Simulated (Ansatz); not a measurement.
The same path of ClF₂H₅N₂Zr (11 atoms, charge 0, multiplicity 1) was run twice with different band settings.

Level of theory: RKS B3LYP-D4/def2-SVP (Ansatz).

Relaxed end points:

```xyz
11
Properties=species:S:1:pos:R:3
Zr -0.148 0.043 0.023
F 0.389 0.126 1.877
F 1.529 -0.072 -0.901
Cl -1.120 2.051 -0.900
N -0.855 -1.742 -0.667
H -1.696 -2.269 -0.442
H -0.304 -2.287 -1.331
N -2.314 -0.022 1.183
H -3.120 -0.105 0.558
H -2.434 0.858 1.689
H -2.382 -0.771 1.877
```

```xyz
11
Properties=species:S:1:pos:R:3
Zr -0.255 -0.046 -0.016
F 0.375 -0.306 1.793
F 1.476 0.347 -0.762
Cl -1.423 1.755 -1.147
N -0.817 -1.839 -0.780
H -1.174 -1.987 -1.725
H -0.555 -2.747 -0.393
N -2.285 0.131 1.338
H -3.133 0.125 0.769
H -2.306 1.005 1.869
H -2.358 -0.628 2.019
```

Common settings: climbing image yes; spring 5.0 eV/Å²; optimiser quadratic models (default); start path through a guess of the saddle point; force threshold 0.05 eV/Å; iteration limit 60; end points relaxed.

| run | movable images |
| --- | --- |
| 1 | 5 |
| 2 | 3 |

What does each run give, and how far can it be trusted?

Run 1: converged after 20 iterations, highest image 0.071 eV above the first end. A vibrational analysis at the climbing image gives one clearly imaginary mode, 115i cm⁻¹: a first-order saddle point.
Run 2: converged after 18 iterations, highest image 0.071 eV above the first end. Another band between the same ends (5 images) ends at a top of the same energy, where a vibrational analysis finds 1 clearly imaginary mode. So few images can step over the top or miss a turn of the path.
